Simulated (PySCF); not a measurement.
## Two-photon absorption: SMILES COC1=CC=C(C=S)N1C, C$_{7}$H$_{9}$NOS

Geometry:
```tsv
atom	x (Å)	y (Å)	z (Å)
C1	2.330	-0.289	0.184
O2	1.000	-0.731	0.310
C3	0.049	0.169	0.090
C4	0.105	1.521	-0.263
C5	-1.227	1.938	-0.351
C6	-2.066	0.852	-0.056
C7	-3.483	0.915	-0.054
S8	-4.639	-0.215	0.253
N9	-1.234	-0.235	0.213
C10	-1.595	-1.590	0.576
H11	2.547	0.525	0.896
H12	2.971	-1.149	0.409
H13	2.537	0.063	-0.841
H14	1.001	2.112	-0.430
H15	-1.584	2.934	-0.605
H16	-3.819	1.933	-0.311
H17	-1.152	-2.299	-0.138
H18	-2.688	-1.670	0.561
H19	-1.218	-1.825	1.582
```

Level of theory: TDDFT CAM-B3LYP/aug-cc-pVDZ excited states, vertical, gas phase (PySCF). Geometry: PBE0-D3(BJ)/def2-SVP.

(1) How strongly do the lowest singlets absorb one photon, and two photons of half the energy?

Results:

(1) δ for parallel linear polarisation; σ at the peak of a Lorentzian of half width 0.1 eV, single beam; Ω is circular over linear.
```csv
state,E (eV),f,photon λ (nm),δ (au),σ (GM),Ω,main
S1,2.53,0.000,981,0.39,0.00,1.50,HOMO−1→LUMO 0.97
S2,3.83,0.605,647,646,3.48,0.64,HOMO→LUMO 0.96
S3,5.01,0.031,495,36.2,0.33,0.98,HOMO−2→LUMO 0.97
S4,5.08,0.007,488,44.7,0.42,1.50,"HOMO→LUMO+1 0.66, HOMO→LUMO+3 0.22"
S5,5.42,0.053,458,302,3.25,1.39,"HOMO−1→LUMO+3 0.56, HOMO−1→LUMO+6 0.16"
S6,5.54,0.000,448,3.9,0.04,1.48,HOMO→LUMO+2 0.84
```

Among these, the strongest one-photon state is S2, the strongest two-photon state S2, with a dipole change of 1.8 D (relaxed, norm of the difference vector).
